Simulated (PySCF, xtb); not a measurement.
CBrF₂, SMILES F[C](F)Br (connectivity only; charge and spin as stated), charge +1, multiplicity 1. Atoms are numbered in the order given.

```xyz
4

F      0.0000     1.0702    -1.5307
C      0.0000     0.0000    -0.8573
F      0.0000    -1.0702    -1.5307
Br     0.0000     0.0000     0.9342
```
Charge +1, spin multiplicity 1.

The structure is a stationary point at PBE-D3(BJ)/def2-SVP. The spin state was assumed, not searched. The isomer is the one that the SMILES or the coordinates give; other isomers of the formula were not compared.

Computed with PySCF with IEF-PCM-PBE0/def2-SVP.

The values are the electrostatic part of the solvation free energy, E(continuum) − E(gas) at the gas-phase geometry, in a cavity of scaled van der Waals radii (PySCF's table); cavitation and dispersion terms are not included. In vacuum the orbital gap is 6.19 eV.

Q: Estimate the values in water (ε = 78.36), acetonitrile (ε = 35.69), N,N-dimethylformamide (ε = 37.22). (The exact figures need the calculation; the answer reports its results.)

A: 
```json
[
 {"solvent": "water", "ε": "78.36", "ΔG(elec) (kcal/mol)": "-64.2", "gap (eV)": "6.23"},
 {"solvent": "acetonitrile", "ε": "35.69", "ΔG(elec) (kcal/mol)": "-63.1", "gap (eV)": "6.23"},
 {"solvent": "N,N-dimethylformamide", "ε": "37.22", "ΔG(elec) (kcal/mol)": "-63.2", "gap (eV)": "6.23"}
]
```

For comparison, GFN2-xTB/ALPB(water) (xtb, at the GFN2-xTB geometry, all terms of that model) gives -54.0 kcal/mol.
